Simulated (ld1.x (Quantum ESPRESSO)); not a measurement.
# PBE TM dataset for Sn, scalar-relativistic all-electron reference.

ld1.x (Quantum ESPRESSO) 7.5 input, shortened:

```
&input
   title='Sn', zed=50., rel=1, dft='PBE', iswitch=3,
   config='[Kr] 4d10 4f-2 5s1 5p3'
 /
 &inputp
   pseudotype=2, tm=.true., lloc=1,
   nlcc=.true., new_core_ps=.true.
 /
4
5S  1  0   1.00   0.00  1.70  1.70  0.0
4D  3  2  10.00   0.00  1.30  1.30  0.0
4F  4  3  -2.00   0.45  2.05  2.05  0.0
5P  2  1   3.00   0.00  2.10  2.10  0.0
 &test
   configts(1)='4d10 5s1 5p3'
 /
```

Task: Estimate the cutoffs (Ry, on a coarse ladder) from which the occupation-weighted sum of valence levels, in a spherical-Bessel basis at the reference potential, stays within 10 and 1 mRy of its value at 400 Ry.

Result: 90 Ry and 160 Ry.

Task: What does a ghost test show?

Result: No extra level below or beside the all-electron valence levels (s, d, f, p tested).

Task: Which valence shell sets the plane-wave cutoff?

Result: 4d: its level needs 90 Ry to come within 1 mRy, against 50 Ry for 5s.

Task: Tests: 4d10 5s2 5p2; 4d10 5s2 5p1; 4d10 5s2 5p0; 4d10 5s1 5p0; 4d10 5s1 5p2; 4d10 5s0 5p0; 4d10 5s0 5p4. Which has the largest error in its energy relative to the reference configuration, and how large is it?

Result: 4d10 5s0 5p0, with -78 meV (all-electron minus pseudo) on +85.95 eV.
